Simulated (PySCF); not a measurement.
# Computed properties of BBrH₃NO, SMILES NB(O)Br

B(Br)(OH)(NH2) (BBrH3NO), SMILES NB(O)Br. Coordinates come from a ωB97X-D3(BJ)/def2-SVP optimisation. One conformer was computed; it need not be the lowest. All values are computed for the isolated molecule unless a solvent is named; none is compared with measurement here.

**Structure.** The optimised structure has Cs symmetry. All 15 harmonic modes at ωB97X-D3(BJ)/def2-SVP (PySCF) are real, so it is a minimum. With heavy atoms numbered as in [B:1]([Br:2])([OH:3])[NH2:5], the shortest bond between them is B1–O3 at 1.361 Å and the longest B1–Br2 at 1.955 Å.

**Vibrations.** The strongest infrared lines (harmonic, unscaled, degenerate partners summed) lie at 1247 cm⁻¹ (485 km/mol, B 55 %, O 18 %, H 18 %, N 8 %), 1610 cm⁻¹ (310 km/mol, H 51 %, N 24 %, B 23 %), 436 cm⁻¹ (175 km/mol, H 89 %, B 9 %). The softest mode is at 286 cm⁻¹ and the zero-point energy is 29.6 kcal/mol.

**Electronic structure.** HF/def2-TZVPD (PySCF) places the frontier levels at -11.17 and 1.11 eV, a gap of 12.28 eV, and gives a dipole moment of 1.27 D and a mean polarisability of 45.5 bohr³.

**Excitations.** TDA-PBE0/def2-SVPD (PySCF) has S1 at 6.87 eV (180 nm, f = 0.000, dark); the most intense of the 10 singlets computed lies at 8.03 eV (f = 0.10). T1 (TDA) is at 6.67 eV, 0.20 eV under S1. No vertical singlet excitation falls in the visible range (under 3.1 eV).

**NMR.** GIAO shifts at B3LYP/pcSseg-1 (PySCF) (non-relativistic, atoms alike by connectivity averaged): ¹H from 3.0 to 3.9 ppm against TMS; ¹¹B at 17.5 ppm against BF3. Without spin–orbit terms, shifts of atoms bonded to Cl or Br come out too high.
